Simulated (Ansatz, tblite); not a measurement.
Series GeEtX3: gap (eV) at several levels, gas phase, relaxed structures; Ansatz, xTB through tblite. The structures are stationary points that may keep the symmetry of their start.

```json
{"species": "GeEtBr3 (C2H5Br3Ge)", "state": "singlet", "geometry": "PBE-D4/def2-SVP", "GFN1-xTB": "4.56", "PBE-D4/def2-SVP": "4.23", "PBE-D4/def2-TZVP": "4.21", "r2SCAN-D4/def2-TZVP": "4.73", "B3LYP-D4/6-31G": "5.58", "PBE0-D4/def2-TZVP": "6.37"}
{"species": "GeEt(OEt)3 (C8H20GeO3)", "state": "singlet", "geometry": "PBE-D4/def2-SVP", "GFN1-xTB": "6.95", "PBE-D4/def2-SVP": "5.93", "PBE-D4/def2-TZVP": "5.75", "r2SCAN-D4/def2-TZVP": "6.49", "B3LYP-D4/6-31G": "7.67", "PBE0-D4/def2-TZVP": "8.22"}
{"species": "GeEt(NMe2)3 (C8H23GeN3)", "state": "singlet", "geometry": "r2SCAN-D4/def2-SVP", "GFN1-xTB": "5.08", "PBE-D4/def2-SVP": "4.69", "PBE-D4/def2-TZVP": "4.32", "r2SCAN-D4/def2-TZVP": "5.09", "B3LYP-D4/6-31G": "6.63", "PBE0-D4/def2-TZVP": "6.40"}
```

Over the 3 species that have every level, the mean is 5.53 at GFN1-xTB, 4.95 at PBE-D4/def2-SVP, 4.76 at PBE-D4/def2-TZVP, 5.44 at r2SCAN-D4/def2-TZVP, 6.63 at B3LYP-D4/6-31G, 7.00 at PBE0-D4/def2-TZVP. Orbital gaps grow with the share of exact exchange and aren't one observable across functionals.
